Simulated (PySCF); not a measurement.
Al(H)(OMe)(SH) (CH₅AlOS), SMILES C[O][AlH][SH].

Geometry optimised at PBE-D3(BJ)/def2-SVP. One conformer was computed; it need not be the lowest.

All values below come from PBE-D3(BJ)/def2-SVP (PySCF).

Frequencies are harmonic and unscaled.

| mode | ν (cm⁻¹) | IR (km/mol) | Raman (Å⁴/amu) | depolarisation | moving atoms (share of kinetic energy) |
|---|---|---|---|---|---|
| 1 | 60 | 0.3 | 0.4 | 0.75 | H 97 % |
| 2 | 74 | 4.8 | 1.9 | 0.67 | C 39 %, S 27 %, H 22 % |
| 3 | 131 | 19.2 | 1.4 | 0.75 | O 46 %, H 35 %, C 9 % |
| 4 | 230 | 11.4 | 0.8 | 0.62 | O 53 %, Al 21 %, S 13 %, H 11 % |
| 5 | 231 | 1.4 | 2.5 | 0.75 | H 80 %, O 11 %, Al 8 % |
| 6 | 446 | 96.0 | 0.4 | 0.75 | H 83 %, Al 15 % |
| 7 | 454 | 10.1 | 22.7 | 0.18 | S 37 %, Al 36 %, H 21 % |
| 8 | 604 | 126.0 | 6.7 | 0.67 | H 78 %, Al 12 % |
| 9 | 643 | 8.4 | 12.3 | 0.75 | H 78 % |
| 10 | 730 | 145.4 | 10.8 | 0.11 | Al 46 %, H 23 %, C 15 %, O 15 % |
| 11 | 1140 | 37.0 | 3.8 | 0.73 | H 68 %, C 22 %, O 10 % |
| 12 | 1146 | 0.0 | 1.0 | 0.75 | H 76 %, C 19 % |
| 13 | 1207 | 273.3 | 14.1 | 0.16 | O 55 %, C 33 %, H 9 % |
| 14 | 1419 | 1.2 | 19.6 | 0.75 | H 97 % |
| 15 | 1424 | 1.5 | 30.1 | 0.66 | H 95 % |
| 16 | 1433 | 22.9 | 12.3 | 0.72 | H 90 %, C 9 % |
| 17 | 1933 | 131.2 | 152.0 | 0.18 | H 96 % |
| 18 | 2615 | 0.5 | 137.5 | 0.30 | H 97 % |
| 19 | 2911 | 97.1 | 169.0 | 0.01 | H 97 % |
| 20 | 2986 | 48.1 | 104.3 | 0.49 | H 91 %, C 9 % |
| 21 | 2999 | 35.1 | 144.9 | 0.75 | H 90 %, C 10 % |
